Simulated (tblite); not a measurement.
Task: Give a GFN2-xTB geometry of `C[P@@](=O)([O-])c1cccnc1`. (Charge -1.)

Result: 
Z-matrix in Å and degrees, rows numbered from 1:
```
C 
P   1  1.8672
O   2  1.4893  1  109.84
O   2  1.4892  1  109.67  3   133.28
C   2  1.8502  1   97.86  3  -113.44
C   5  1.3838  2  120.40  1  -109.20
C   6  1.3861  5  119.20  2  -178.76
C   7  1.3848  6  118.03  5     0.03
N   8  1.3256  7  123.64  6     0.58
C   9  1.3253  8  117.42  7    -0.28
H   1  1.0869  2  110.87  3   173.62
H   1  1.0863  2  111.09  3    50.91
H   1  1.0890  2  106.28  3   -67.83
H   6  1.0808  5  118.53  2     1.16
H   7  1.0825  6  121.47  5  -179.95
H   8  1.0859  7  121.06  6  -179.64
H  10  1.0826  5  119.89  2    -0.55
```

C8 (aromatic CH next to a ring nitrogen) is planar (angles 123.6°, 121.1° and 115.3°, sum 360.0°, 0.00 Å off the plane of its three neighbours). Of the pairs four or more bonds apart, O4···H14 is among the closest relative to their van der Waals radii: 2.58 Å, 95 % of the sum of Bondi's values. The 6-membered ring C5–C6–C7–C8–N9–C10 has internal angles of 117.4° to 124.0° (sum 720°, against 720° for a flat polygon); it is planar, 0.00 Å rms from its mean plane, widest ring torsion 1°. C5 (substituted aromatic carbon) is planar (angles 121.9°, 120.4° and 117.6°, sum 360.0°, 0.02 Å off the plane of its three neighbours).

Structure optimised with GFN2-xTB, isolated species.

Point group: C1 (no symmetry element, even within 0.4 Å). Its GFN2-xTB frequencies are all real (lowest 21 cm⁻¹). Torsions: C1–P2–C5–C6 -109°.

One conformer stands for the species.

The numbers are calculated, not measured.
